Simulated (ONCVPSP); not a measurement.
Reading a pseudo-wave (holmium (Ho))

Columns: radius, all-electron u(r) and pseudo u(r) of the 5d shell (level -1.56 eV) of holmium in the configuration [Kr] 4d10 4f10 5s2 5p6 5d2 6s1; PBE, scalar-relativistic, ONCV scheme, ONCVPSP 4.0.1.

```
r (bohr)  all-electron  pseudo
   0.132        0.1512  0.0013
   0.265       -0.0444  0.0102
   0.398       -0.2187  0.0326
   0.530       -0.2065  0.0714
   0.663       -0.0871  0.1269
   0.795        0.0606  0.1949
   0.928        0.2002  0.2705
   1.060        0.3157  0.3457
   1.193        0.4064  0.4154
   1.325        0.4727  0.4736
   1.458        0.5196  0.5188
   1.590        0.5502  0.5500
   1.723        0.5683  0.5690
   1.855        0.5768  0.5777
   1.988        0.5782  0.5789
   2.120        0.5744  0.5747
   2.252        0.5668  0.5669
   2.385        0.5564  0.5564
   2.518        0.5442  0.5441
   2.650        0.5308  0.5308
   2.782        0.5166  0.5166
   2.915        0.5019  0.5019
   3.048        0.4870  0.4869
   3.180        0.4721  0.4720
   3.312        0.4572  0.4572
   3.445        0.4424  0.4423
```

Q: How many radial nodes do the two functions have?

A: The all-electron 5d function has n − l − 1 = 2; the pseudo-wave has 0, since the states of the same l below it are removed with the core.

Q: At about which radius was the pseudo-wave matched?

A: 2.65 bohr. The columns agree to 0.0005 from 2.12 bohr on; several derivatives are matched, so the curves merge somewhat inside the radius.

Q: Where does each function peak?

A: Outermost all-electron maximum near 1.99 bohr, pseudo maximum near 1.99 bohr (to the table’s step).

Q: Is the pseudo-wave norm-conserving?

A: Yes: the ONCV scheme keeps the norm inside the radius equal to the all-electron one, which fixes the energy derivative of the logarithmic derivative at the level.
